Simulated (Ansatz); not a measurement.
`[OH][Zn][SH]` and `[OH][Cd][SH]` differ in one element.

Ansatz, PBE0-D4/def2-TZVP geometries, multiplicity 1. Each molecule was computed in one conformer, which needn't be the lowest.

Elements past krypton have def2 core potentials. Scalar relativity is left out up to krypton.

| property | `[OH][Zn][SH]` |
| --- | --- |
| size of the dipole moment (B3LYP/def2-TZVPP) / D | 1.49 |
| HOMO energy (ωB97M-V/def2-TZVPP) / eV | -9.70 |
| HOMO energy (B3LYP/def2-TZVPP) / eV | -7.26 |
| LUMO energy (ωB97M-V/def2-TZVPP) / eV | 0.60 |
| HOMO–LUMO gap (B3LYP/def2-TZVPP) / eV | 5.92 |
| LUMO energy (PBE0/def2-TZVPP) / eV | -1.01 |

Problem. What does the change do to each property? (Estimate.)

Solution. Computed: 
| property | `[OH][Cd][SH]` | shift |
| --- | --- | --- |
| size of the dipole moment (B3LYP/def2-TZVPP) / D | 1.49 | 0.00 |
| HOMO energy (ωB97M-V/def2-TZVPP) / eV | -9.54 | 0.16 |
| HOMO energy (B3LYP/def2-TZVPP) / eV | -7.12 | 0.14 |
| LUMO energy (ωB97M-V/def2-TZVPP) / eV | 0.29 | -0.31 |
| HOMO–LUMO gap (B3LYP/def2-TZVPP) / eV | 5.40 | -0.52 |
| LUMO energy (PBE0/def2-TZVPP) / eV | -1.40 | -0.39 |

With PBE0 the HOMO rises by 0.16 eV and the LUMO falls by 0.39 eV, so the gap narrows by about 0.55 eV. PBE moves the HOMO by 0.14 eV and ωB97M-V by 0.16 eV. Dipoles are sizes alone; their direction can turn.

B3LYP here is the variant with VWN-RPA as its local correlation; programs differ in this.
